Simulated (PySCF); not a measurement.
## [Sm(H2O)3]2+ at several levels of theory

Computed with PySCF 2.14.0 (density fitting, no spin-orbit coupling) at the geometry relaxed with PBE0:

```xyz
10
[Sm(H2O)3]2+ (singlet in the valence; each metal's 4f electrons, 6 of them, lie in its core potential, out of spins and levels)
Sm    0.0000    0.0000    0.0000
O     2.5082    0.0000    0.0000
H     3.1099    0.6157    0.4533
H     3.1099   -0.6157   -0.4533
O    -1.2541    2.1721    0.0000
H    -2.0881    2.3854    0.4533
H    -1.0217    3.0011   -0.4533
O    -1.2541   -2.1721    0.0000
H    -1.0218   -3.0011    0.4533
H    -2.0882   -2.3854   -0.4533
```

```json
{"level": "PBE0", "basis": "Sm lcecp-0-SVP with ECP52, O def2-SVP, H def2-SVP", "state": "singlet", "HOMO (eV)": "–", "gap (eV)": "–", "charge on Sm1 (e)": "1.43", "population of f-type functions on Sm1 (polarisation alone where 4f lies in the core)": "0.02", "dipole about the centre of mass (D)": "0.00", "largest force component (eV/Å)": "0.02"}
{"level": "B3LYP", "basis": "the same", "state": "singlet", "HOMO (eV)": "–", "gap (eV)": "–", "charge on Sm1 (e)": "1.39", "population of f-type functions on Sm1 (polarisation alone where 4f lies in the core)": "0.02", "dipole about the centre of mass (D)": "0.00", "largest force component (eV/Å)": "0.13"}
{"level": "PBE0", "basis": "Sm lcecp-0-TZVP with ECP52, O def2-TZVP, H def2-TZVP", "state": "singlet", "HOMO (eV)": "–", "gap (eV)": "–", "charge on Sm1 (e)": "1.68", "population of f-type functions on Sm1 (polarisation alone where 4f lies in the core)": "0.03", "dipole about the centre of mass (D)": "0.00", "largest force component (eV/Å)": "0.38"}
```

In the lcecp rows the 4f levels are missing from HOMO and gap, and the state counts the valence alone.

Charges are Mulliken's, which hang on the basis. The relaxation used the grid (50, 194), these runs (75, 302) or, all-electron (x2c bases, spin-free X2C Hamiltonian), (99, 590).

Question: What does HF with Sm lcecp-0-SVP with ECP52, O def2-SVP, H def2-SVP give here?

Answer: state singlet, charge on Sm1 (e) 1.61, population of f-type functions on Sm1 (polarisation alone where 4f lies in the core) 0.01, dipole about the centre of mass (D) 0.00, largest force component (eV/Å) 1.46. Time: 3.7 s on 2 threads of Arm Neoverse N1, on a shared host, from an already converged density.

A frequency check found unstable modes (1, the lowest at -19 cm⁻¹), so the relaxed geometry is a saddle point, or these are noise. An lcecp potential fixes the number of 4f electrons, so in runs with it no electron can move into or out of that shell.
